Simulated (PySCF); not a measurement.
C3H7NOSi, SMILES O1[SiH2]NCC=C1.

The structure is a stationary point at ωB97X-D3(BJ)/def2-SVP. The structure was generated by enumeration, and PubChem lists no compound with its InChIKey, so it may never have been made. The values are those of a single conformer.

These are ωB97X-D3(BJ)/def2-SVP run with PySCF values and carry that method's errors.

Frequencies are harmonic and unscaled.

```tsv
mode	ν (cm⁻¹)	IR (km/mol)	Raman (Å⁴/amu)	depolarisation	moving atoms (share of kinetic energy)
1	92	0.7	0.8	0.75	O 36 %, H 31 %, C 24 %, Si 9 %
2	137	2.5	0.7	0.72	N 38 %, H 36 %, C 16 %, Si 8 %
3	275	100.0	2.0	0.64	H 88 %, N 8 %
4	400	8.5	2.1	0.64	O 29 %, Si 28 %, C 24 %, N 11 %, H 8 %
5	440	3.0	5.9	0.73	C 53 %, H 35 %, O 10 %
6	469	11.8	2.6	0.67	C 42 %, N 29 %, H 13 %, O 10 %
7	678	5.2	12.8	0.75	H 85 %
8	693	96.4	3.6	0.74	H 71 %, Si 19 %
9	753	42.4	6.1	0.19	H 51 %, C 17 %, O 16 %, Si 12 %
10	781	12.2	11.6	0.21	H 34 %, O 21 %, C 18 %, Si 16 %, N 12 %
11	803	10.6	9.0	0.64	H 39 %, N 19 %, Si 16 %, O 13 %, C 11 %
12	888	48.7	1.3	0.65	C 56 %, H 19 %, O 13 %, N 8 %
13	914	121.9	7.3	0.61	H 45 %, C 36 %, Si 8 %
14	930	99.7	4.4	0.50	H 46 %, C 28 %, Si 15 %, N 10 %
15	989	1.4	1.9	0.75	H 78 %, C 22 %
16	1013	165.6	11.7	0.74	H 90 %
17	1028	33.9	4.2	0.66	H 60 %, C 37 %
18	1102	34.3	14.2	0.54	H 45 %, C 23 %, O 22 %, N 10 %
19	1177	47.1	3.3	0.66	H 72 %, C 15 %, N 9 %
20	1254	4.4	8.0	0.69	H 93 %
21	1309	207.5	6.1	0.61	H 57 %, O 23 %, C 18 %
22	1346	107.4	5.0	0.74	H 46 %, C 29 %, N 24 %
23	1409	42.6	0.2	0.46	H 72 %, C 20 %
24	1462	11.7	5.2	0.59	H 55 %, C 37 %
25	1503	6.1	24.7	0.56	H 92 %
26	1774	112.9	21.8	0.15	C 92 %
27	2242	184.6	118.0	0.31	H 96 %
28	2290	147.5	164.3	0.18	H 97 %
29	3001	79.5	178.8	0.17	H 94 %
30	3061	35.7	143.8	0.47	H 91 %, C 9 %
31	3205	8.6	78.8	0.58	H 92 %, C 8 %
32	3229	13.7	149.8	0.17	H 91 %, C 9 %
33	3680	31.8	94.1	0.29	H 93 %
```
